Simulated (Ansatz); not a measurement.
Ansatz (a quantum-chemistry and plane-wave program) input (MP2/LANL2DZ): The .json file is the Basis Set Exchange's LANL2DZ.

Ansatz 0.2 input:
```yaml
crystal:
  periodic: [false, false, false]
  atoms:
    - {symbol: C, position_ang: [1.83374100, -0.83053300, 0.19406900]}
    - {symbol: Si, position_ang: [0.13635000, -0.23992200, -0.46785500]}
    - {symbol: C, position_ang: [-0.99699900, -1.77310300, -0.27597200]}
    - {symbol: Si, position_ang: [-0.52119000, 1.81168900, 0.49333000]}
    - {symbol: H, position_ang: [1.77806000, -0.98501200, 1.27584800]}
    - {symbol: H, position_ang: [2.15831300, -1.76947900, -0.26612300]}
    - {symbol: H, position_ang: [2.60125000, -0.07435900, 0.01126400]}
    - {symbol: H, position_ang: [0.34989000, -0.15624000, -1.96247100]}
    - {symbol: H, position_ang: [-1.97712400, -1.57656200, -0.71744500]}
    - {symbol: H, position_ang: [-0.57918400, -2.67076900, -0.74704300]}
    - {symbol: H, position_ang: [-1.15473300, -1.98338900, 0.78565500]}
    - {symbol: H, position_ang: [-0.86262100, 1.12315600, 1.82725400]}
    - {symbol: H, position_ang: [-1.94655700, 1.70974100, -0.07216700]}
basis:
  gaussian:
    orbitals: LANL2DZ.json
total_charge: -1
magnetization: {spin_polarized: false}
correlation: {method: mp2, electrons: outside_noble_gas}
```

Output:

```
Functional definition: HF
integrals: 0.01 GiB planned
677 factors; integrals over basis functions are off by at most 6.2e-4 eV
mean field: 0.12 GiB planned
mean field evaluation 1: about -2404.6746 eV, gradient 1.9e1 eV
mean field evaluation 2: about -2404.6675 eV, gradient 1.9e1 eV
mean field evaluation 4: about -2406.2278 eV, gradient 1.2e0 eV
mean field evaluation 8: about -2406.2343 eV, gradient 4.6e-4 eV
mean field -2406.23431883 eV, -88.4274802129 hartree, gradient 2.7e-6 eV, S^2 0.000000; 0 other end points of the search recorded, 0 dependent functions left out
2 core orbitals not correlated
reference -2406.23431883 eV, -88.4274802129 hartree; 13, 13 occupied and 37, 37 virtual orbitals, 677 factors
second order -7.71230293 eV of doubles, -0.00000000 eV of singles
Total energy: -2413.94662177 eV, -88.7109021182 hartree
```

The dipole moment of an ion depends on the origin.

The geometry given is a B3LYP-D3(BJ)/def2-TZVP minimum.
